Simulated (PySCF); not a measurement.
How the method changes the constants of YbH

State: doublet, about 14.0 electrons in the 4f shell (Mulliken). Set-up: Yb x2c-SVPall, H x2c-SVPall; spin-free X2C with a Gaussian nucleus (PySCF 2.14). De refers to Yb (4f14 6s2) + H in their ground configurations, without counterpoise correction. The functionals are run spin-unrestricted. A positive dipole means Yb(−)H(+). Levels whose curve was spin-contaminated or gave no clean fit are not listed.

```
      Level  Re (Å)  ωe (cm⁻¹)  De (eV)  μ (D)  CPU s a point (SCF and correlation, without the integrals)
        UHF   2.125       1239      n/a  -3.89                                                         1.4
    UHF-MP2   2.019       1336      n/a    n/a                                                         2.7
UHF-SCS-MP2   2.037       1321      n/a    n/a                                                         n/a
        PBE   2.028       1226     1.55  -2.71                                                           9
       PW91   2.024       1235     1.58  -2.75                                                         6.6
     r²SCAN   2.011       1271     1.80  -2.89                                                           9
       PBE0   2.054       1225     1.45  -3.21                                                         5.9
    LC-ωPBE   2.041       1286     1.64  -3.25                                                         9.4
```

Q: What does a quarter of exact exchange do here, going from PBE to PBE0?

A: PBE0 less PBE: +2.6 pm in Re, -0.1 % in ωe, -0.10 eV in De. Exact exchange removes part of the self-interaction that spreads semilocal densities, and in most molecules shortens and stiffens the bond and lowers De; here Re goes the other way.

Q: What does second-order correlation do here, going from UHF to UHF-MP2?

A: UHF-MP2 less UHF: -10.6 pm in Re, +7.8 % in ωe. Correlation nearly always deepens the well. The bond shortens, as in weak, metallic or heavy-atom bonds, where dispersion and the correlation of outer-core electrons pull the atoms together.

Correlated steps freeze 18 core orbitals. Spin–orbit coupling is left out. With d or f electrons several states lie close, and the lowest PBE0 determinant need not be the measured ground state.

The whole job (state search and all levels along the bond) took about 12 min on 2 threads of Arm Neoverse V1 (shared host), peak memory 3.5 GiB.
